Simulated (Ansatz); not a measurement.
C₂H₇O, SMILES C[OH+]C, charge +1.

Geometry: PBE-D3(BJ)/def2-TZVP. The isomer is the one that the SMILES or the coordinates give; other isomers of the formula were not compared.

Two levels are set side by side: PBE/def2-SVPD (Ansatz, an electronic-structure program) and PBE0/def2-SVPD (Ansatz). Energy differences of separate SCF runs at the same geometry; the states with an electron removed or added have multiplicity 2 and 2. Differences are taken from unrounded values.

| quantity | PBE0 | PBE | PBE minus PBE0 |
|---|---|---|---|
| vertical ionisation energy (eV) | 18.73 | 18.28 | -0.45 |
| vertical electron affinity (eV) | 3.90 | 4.11 | 0.21 |
| vertical singlet–triplet gap (eV) | 8.29 | 7.65 | -0.64 |
